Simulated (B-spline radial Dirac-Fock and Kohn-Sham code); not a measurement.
Muonic isotope shifts in barium

Method: the Dirac equation of a negative muon with reduced mass in the field of a spherical finite nucleus, with the Uehling potential to all orders; nuclear polarisation, deformation, hyperfine structure, self-energy, higher-order vacuum polarisation, relativistic recoil and electron screening are left out. Computed with a B-spline atomic structure program. Nuclear charge: Fermi distribution (skin thickness 2.3 fm); radii from Angeli and Marinova (2013). Reference ¹³⁴Ba, radius 4.8322 fm: 2p3/2 → 1s1/2 3991 keV, 3d5/2 → 2p3/2 1227 keV.

| A | radius (fm) | δ⟨r²⟩ (fm²) | shift 2p3/2 → 1s (keV) | shift 3d5/2 → 2p3/2 (keV) |
| --- | --- | --- | --- | --- |
| 120 | 4.8092 | -0.222 | +11.23 | +0.24 |
| 121 | 4.8176 | -0.141 | +7.08 | +0.12 |
| 122 | 4.8153 | -0.163 | +8.23 | +0.16 |
| 123 | 4.8135 | -0.180 | +9.14 | +0.20 |
| 124 | 4.8185 | -0.132 | +6.67 | +0.13 |
| 125 | 4.8177 | -0.140 | +7.08 | +0.15 |
| 126 | 4.8221 | -0.098 | +4.91 | +0.09 |
| 127 | 4.8204 | -0.114 | +5.76 | +0.13 |
| 128 | 4.8255 | -0.065 | +3.25 | +0.06 |
| 129 | 4.8248 | -0.071 | +3.61 | +0.08 |
| 130 | 4.8283 | -0.038 | +1.89 | +0.03 |
| 131 | 4.8276 | -0.044 | +2.24 | +0.05 |
| 132 | 4.8303 | -0.018 | +0.92 | +0.01 |
| 133 | 4.8286 | -0.035 | +1.77 | +0.05 |
| 135 | 4.8294 | -0.027 | +1.40 | +0.05 |
| 136 | 4.8334 | +0.012 | -0.57 | 0.00 |
| 137 | 4.8314 | -0.008 | +0.43 | +0.03 |
| 138 | 4.8378 | +0.054 | -2.73 | -0.06 |
| 139 | 4.8513 | +0.185 | -9.38 | -0.26 |
| 140 | 4.8684 | +0.351 | -17.78 | -0.52 |
| 141 | 4.8807 | +0.471 | -23.81 | -0.71 |
| 142 | 4.8953 | +0.614 | -30.95 | -0.93 |
| 143 | 4.9087 | +0.745 | -37.49 | -1.14 |
| 144 | 4.9236 | +0.892 | -44.74 | -1.37 |
| 145 | 4.9345 | +0.999 | -50.03 | -1.54 |
| 146 | 4.9479 | +1.132 | -56.52 | -1.74 |
| 148 | 4.9731 | +1.382 | -68.69 | -2.14 |
